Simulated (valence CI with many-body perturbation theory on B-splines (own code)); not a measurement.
Values are calculated unless marked as measured or tabulated.
**A CI+MBPT run for Rh XXXIX**

Level of theory: configuration interaction combined with many-body perturbation theory (CI+MBPT): five valence electrons over a frozen Dirac-Fock core [He], radial functions for each j: 6 s, 6 p, 5 d, 3 f, 1 g, with the one-electron correlation potential Σ1 (screened to all orders), the two-electron term Σ2, the three-electron term Σ3, Breit, model QED; selected single and double excitations, second order for the rest, scaled by the run's own slope (own B-spline code, finite nucleus).

Command, and the settings that its task file holds:

```sh
python run_cv.py task.json out
```

```
atom Rh  Z=45  mass_number=103  rms_radius_fm=4.4945
core [He]
valence 2s2 2p3
avg = 1
basis = S
breit = 1
cap = 10000
capref = 1200
cscale = 1
de = 0.0
dress = 0
eps = 2e-08
extrap = 1
h = 0.27
hh = 1
l2 = 3
lcore = 6
maxit = 3
n2 = 5
natural = 1
nlev = 20
nno = [3, 3, 3, 2, 1]
nroot = 26
nsp = [3, 3, 2, 1, 0]
pt2 = 1
qed = 1
rpa = 1
s1 = 1
s2 = 1
s3 = 1
screen = 1
tol = 2e-05
whole = 1
```

It took 16 s on 1 thread of Intel(R) Xeon(R) Platinum 8488C (Sapphire Rapids), on a shared host.

Log. The first blocks belong to the next ion, which gives the ionisation energy. Fields: 2J, parity (1 odd), roots, reference size, generating configurations, candidates as configurations/state functions, variational space P, stored matrix elements, Davidson steps; e2 is the range of second-order energies in hartree. The first line gives the box (bohr), its intervals, the orbitals and the steps of their self-consistent field. Window is the range of levels sought, series limit the energy at which the first omitted orbital would enter, core excitation an estimate of the first excitation out of the core, left out the lowest levels not solved, and shifts from estimates the range by which levels moved from their first estimate, all in cm⁻¹.

```
rmax 1.5 intervals 55 orbitals 36 references ['2s2 2p3', '2s 2p4', '2p5'] scf 3 t 0.4
2J=0 par=0 roots 2 ref 28 generators 4 cand 690/966 P 716/994 nnz 0 it 0
2J=0 par=0 roots 2 ref 28 generators 4 cand 364/498 P 1080/1492 nnz 0 it 3
   second order: generators 9 cand 2172/3590 e2 -0.00003 -0.00002
reference levels 430, estimated 368, window 26137031 1/cm; series limit 34007499, core excitation 164389123
2J=3 par=1 roots 11 ref 68 generators 16 cand 409/1401 P 1311/5042 nnz 2.4e+06 it 3
2J=3 par=1 roots 11 ref 68 generators 20 cand 861/4798 P 2172/9840 nnz 7.5e+06 it 3
   second order: generators 36 cand 15993/147197 e2 -0.02024 -0.00359
2J=5 par=1 roots 6 ref 53 generators 12 cand 434/1439 P 1299/5050 nnz 2.7e+06 it 3
2J=5 par=1 roots 6 ref 53 generators 18 cand 736/4943 P 2035/9993 nnz 8.4e+06 it 3
   second order: generators 26 cand 11831/124706 e2 -0.01571 -0.00945
2J=1 par=1 roots 7 ref 45 generators 15 cand 457/1194 P 1534/4179 nnz 1.5e+06 it 3
2J=1 par=1 roots 7 ref 45 generators 18 cand 1431/5788 P 2965/9967 nnz 6.4e+06 it 3
   second order: generators 31 cand 11859/67252 e2 -0.00854 -0.00142
2J=5 par=0 roots 8 ref 60 generators 19 cand 403/1466 P 1369/5163 nnz 2.6e+06 it 3
2J=5 par=0 roots 8 ref 60 generators 19 cand 840/4817 P 2209/9980 nnz 7.9e+06 it 3
   second order: generators 32 cand 13348/151292 e2 -0.01984 -0.00621
2J=1 par=0 roots 7 ref 53 generators 17 cand 460/1247 P 1613/4367 nnz 1.7e+06 it 3
2J=1 par=0 roots 7 ref 53 generators 17 cand 1436/5624 P 3049/9991 nnz 6.6e+06 it 3
   second order: generators 28 cand 11208/64015 e2 -0.00830 -0.00072
2J=3 par=0 roots 9 ref 72 generators 18 cand 415/1469 P 1309/5143 nnz 2.6e+06 it 3
2J=3 par=0 roots 9 ref 72 generators 20 cand 973/4820 P 2282/9963 nnz 7.7e+06 it 3
   second order: generators 35 cand 14160/133354 e2 -0.02171 -0.00308
2J=7 par=1 roots 2 ref 30 generators 6 cand 454/1186 P 1117/3678 nnz 1.4e+06 it 3
2J=7 par=1 roots 2 ref 30 generators 9 cand 1136/8066 P 2253/11744 nnz 1.2e+07 it 3
   second order: generators 15 cand 8228/96398 e2 -0.00335 -0.00230
2J=7 par=0 roots 3 ref 27 generators 7 cand 245/970 P 981/3399 nnz 1.2e+06 it 3
2J=7 par=0 roots 3 ref 27 generators 9 cand 856/6668 P 1837/10067 nnz 9.2e+06 it 3
   second order: generators 16 cand 10293/136026 e2 -0.00738 -0.00714
2J=9 par=0 roots 1 ref 8 generators 3 cand 341/1513 P 1259/4450 nnz 1.9e+06 it 3
2J=9 par=0 roots 1 ref 8 generators 4 cand 994/8203 P 2253/12653 nnz 1.5e+07 it 3
   second order: generators 7 cand 4509/47956 e2 -0.00142 -0.00142
2J=9 par=1 roots 1 ref 11 generators 3 cand 186/1385 P 831/3831 nnz 1.9e+06 it 3
2J=9 par=1 roots 1 ref 11 generators 3 cand 1155/8860 P 1986/12691 nnz 1.5e+07 it 3
   second order: generators 6 cand 4557/45322 e2 -0.00232 -0.00232
left out: unestimated 34940314, estimated 27503198, shifts from estimates -105 to 231
operators 0.1
```

The Davidson iterations stopped at their limit. The settings are bad on purpose, so the numbers may not be properties of the ion.

No measured spectrum was set against this ion. As an estimate, large intervals hold to a few tenths of a per cent, small ones and those within an open d or f shell to about a per cent. Among the levels kept, up to 4700 cm⁻¹ of a level comes from second order outside the variational space, and about a tenth of that is noise between levels of different J, which matters for small intervals.

| Quantity | Value |
| --- | --- |
| Valence energy | -1131.199 hartree |
| Ionisation energy | 5597.8 eV (NIST: 5600 ± 40 eV (semi-empirical)) |
| Reference configurations for the orbitals | 2s2 2p3, 2s 2p4, 2p5 |
| Radial orbitals | 36 |
| Box radius | 1.497 bohr |
| Largest variational space | 12691 |
| Lowest levels | (2s^2 2p1/2^2 2p3/2) J=3/2 0.000, (2s^2 2p1/2 2p3/2^2) J=3/2 10.073, (2s^2 2p1/2 2p3/2^2) J=5/2 11.328, (2s^2 2p1/2 2p3/2^2) J=1/2 13.047, (2s 2p1/2^2 2p3/2^2) J=5/2 22.557, (2s^2 2p3/2^3) J=3/2 23.175, (2s 2p1/2^2 2p3/2^2) J=1/2 26.390, (2s 2p1/2^2 2p3/2^2) J=3/2 26.479, (2s 2p1/2 2p3/2^3) J=3/2 [a] 34.060, (2s 2p1/2 2p3/2^3) J=5/2 35.970, (2s 2p1/2 2p3/2^3) J=1/2 37.912, (2s 2p1/2 2p3/2^3) J=3/2 [b] 38.791, (2s 2p3/2^4) J=1/2 49.318, (2p1/2^2 2p3/2^3) J=3/2 52.640 Ry |

Levels are named by their leading jj configuration (3d3/2^4 stands for four electrons in 3d with j = 3/2), which in mixed levels can hold well under half, so a name can repeat and another be missing. Letters in brackets count levels of one name in rising energy.
